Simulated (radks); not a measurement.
Values are calculated unless marked as measured or tabulated.
Correlation energies from several functionals, in hartree. Species: Zn+ [Ar] 3d10 4s1; Li+ [He]; Ar3+ [Ne] 3s2 3p3; In3+ [Kr] 4d10. Level of theory: non-relativistic Kohn-Sham, LDA (Slater exchange, Perdew-Wang correlation), spin-polarised, spherical densities, point nucleus (a radial shooting solver on a logarithmic mesh with Libxc functionals). Every spin shell is full or empty, so the densities are truly spherical. Functionals are evaluated on that one density, not self-consistently.

PW92: Zn+ -2.6069; Li+ -0.13364; Ar3+ -1.2297; In3+ -4.5277
VWN5: Zn+ -2.6195; Li+ -0.13428; Ar3+ -1.2361; In3+ -4.5478
PZ: Zn+ -2.6020; Li+ -0.13302; Ar3+ -1.2231; In3+ -4.5256
Wigner: Zn+ -1.5244; Li+ -0.10126; Ar3+ -0.71148; In3+ -2.4849
PBE: Zn+ -1.3749; Li+ -0.044172; Ar3+ -0.56355; In3+ -2.5196
PBEsol: Zn+ -1.5758; Li+ -0.055998; Ar3+ -0.66341; In3+ -2.8470
LYP: Zn+ -1.3973; Li+ -0.047561; Ar3+ -0.62064; In3+ -2.3859
P86: Zn+ -1.5594; Li+ -0.044726; Ar3+ -0.64493; In3+ -2.8471
PW91: Zn+ -1.4938; Li+ -0.049967; Ar3+ -0.62542; In3+ -2.7240
AM05: Zn+ -2.4018; Li+ -0.11639; Ar3+ -1.1154; In3+ -4.2206
OP (B88): Zn+ -1.3489; Li+ -0.060317; Ar3+ -0.59362; In3+ -2.3331
TPSS: Zn+ -1.3770; Li+ -0.045266; Ar3+ -0.56981; In3+ -2.5213
revTPSS: Zn+ -1.3984; Li+ -0.048015; Ar3+ -0.58322; In3+ -2.5486
SCAN: Zn+ -1.3918; Li+ -0.040184; Ar3+ -0.56442; In3+ -2.4982
